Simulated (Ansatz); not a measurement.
A nudged elastic band was laid between two geometries of BClH2O + H2O (8 atoms, charge 0, multiplicity 1).

Method: RKS BLYP-D4/cc-pVDZ (Ansatz 0.2.0).

- movable images: 5
- climbing image: yes
- spring: 5.0 eV/Å²
- optimiser: quadratic models (default)
- start path: through a guess of the saddle point
- force threshold: 0.03 eV/Å
- iteration limit: 60
- end points: relaxed

First end point:

```xyz
8
Properties=species:S:1:pos:R:3
B 0.032 -0.091 0.084
Cl 0.035 -0.780 1.810
H 1.093 0.047 -0.462
O -1.097 -0.315 -0.683
H -1.818 -0.710 -0.152
O -0.204 1.876 0.583
H -1.078 2.046 0.164
H -0.410 1.796 1.542
```

Last end point:

```xyz
8
Properties=species:S:1:pos:R:3
B -0.555 0.045 -0.303
Cl 1.152 1.265 3.280
H 0.296 -0.806 -0.194
O -1.497 0.094 -1.299
H -1.415 -0.645 -1.930
O -0.571 1.042 0.654
H -1.287 1.696 0.509
H 0.430 1.178 2.169
```

(1) What changes between the two ends?

(2) Give the energies along the band, and the barrier.

(3) What is the geometry of the highest image?

Results:

(1) Bonds broken: B1–Cl2, O6–H8. Bonds formed: B1–O6, Cl2–H8. BClH2O + H2O becomes BH3O2 + ClH.

(2) The forces met the threshold. The highest image is number 3 of 0 to 6, 0.33 eV above the first end and 0.92 eV above the last; the last end lies 0.59 eV below the first. The profile has 2 maxima (images 1, 3) with wells between them (image 2): this band takes more than one step, which may be the mechanism or a detour left from its start path. A vibrational analysis at the climbing image gives one clearly imaginary mode, 525i cm⁻¹: a first-order saddle point. The orbitals stay closed-shell, which can raise the energy where a bond breaks towards radicals; this wasn't checked here.

| image | path coordinate (Å) | energy (eV) | B1–Cl2 (Å) | O6–H8 (Å) | B1–O6 (Å) |
| --- | --- | --- | --- | --- | --- |
| 0 | 0.00 | 0.00 | 1.86 | 0.98 | 2.04 |
| 1 | 0.85 | 0.12 | 1.92 | 0.99 | 1.72 |
| 2 | 1.70 | 0.05 | 1.90 | 0.99 | 1.83 |
| 3 | 2.56 | 0.33 | 2.33 | 1.14 | 1.54 |
| 4 | 3.72 | -0.52 | 3.39 | 1.86 | 1.39 |
| 5 | 4.88 | -0.57 | 3.90 | 1.83 | 1.38 |
| 6 | 6.05 | -0.59 | 4.15 | 1.82 | 1.38 |

(3) 
```xyz
8
Properties=species:S:1:pos:R:3:forces:R:3
B -0.179 0.236 -0.004 -0.02 -0.02 -0.02
Cl 0.050 -0.171 2.283 0.00 0.00 0.01
H 0.879 -0.174 -0.397 0.00 0.01 0.00
O -1.425 -0.119 -0.453 0.02 0.00 0.01
H -1.434 -1.004 -0.865 -0.01 0.00 0.00
O -0.180 1.714 0.438 0.01 0.00 0.02
H -1.105 2.048 0.377 0.00 0.00 0.00
H -0.053 1.340 1.507 0.00 0.01 -0.02
```

Run time: 2.8 min on 1 thread of Arm Neoverse V2, with other jobs on the host, peak memory 0.12 GiB.
